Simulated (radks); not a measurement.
Excited configurations of Pr3+: one electron is placed in a higher orbital outside [Xe] 4f1. The ground configuration is [Xe] 4f2. All-electron calculation, Dirac Kohn-Sham, PBE, spin-unpolarised, spherical densities, point nucleus; open shells are shared between the two j in proportion to 2j + 1. Program: a radial shooting solver on a logarithmic mesh with Libxc functionals. Excitation = E - E(ground); binding = E(ion) - E, where the ion is the core of charge +4; n* = 4/sqrt(2 binding) in atomic units, and the quantum defect is n - n*. Eigenvalue and <r> are those of j = l + 1/2.

| outer orbital | excitation (eV) | binding (eV) | n* | quantum defect | eigenvalue (eV) | <r> (bohr) |
|---|---|---|---|---|---|---|
| 5d | 8.243 | 30.696 | 2.663 | 2.337 | -25.553 | 2.220 |
| 5f | 24.677 | 14.262 | 3.907 | 1.093 | -11.786 | 4.190 |
| 6d | 23.732 | 15.206 | 3.784 | 2.216 | -13.244 | 4.866 |
| 6f | 29.541 | 9.398 | 4.813 | 1.187 | -8.147 | 7.365 |
| 7s | 24.308 | 14.631 | 3.857 | 3.143 | -13.059 | 5.758 |

Estimate the row for 7p.

Answer. excitation (eV) 26.354; binding (eV) 12.585; n* 4.159; quantum defect 2.841; eigenvalue (eV) -11.092; <r> (bohr) 6.509. The Delta-SCF ionisation energy is 38.939 eV (NIST Atomic Spectra Database: 38.98 eV, semi-empirical). Self-interaction in the functional shifts the binding energies and quantum defects, so they are the method's values and not measured ones. Spin polarisation and multiplet splitting are left out, so open shells lie too high by an amount that depends on their filling. Sharing an open shell by 2j + 1 raises it above the true ground level by a part of the spin-orbit splitting, which enters the differences from NIST.

Beside tabulated values, note that spin-unpolarised runs miss the spin-polarisation part of the exchange energy of open shells.
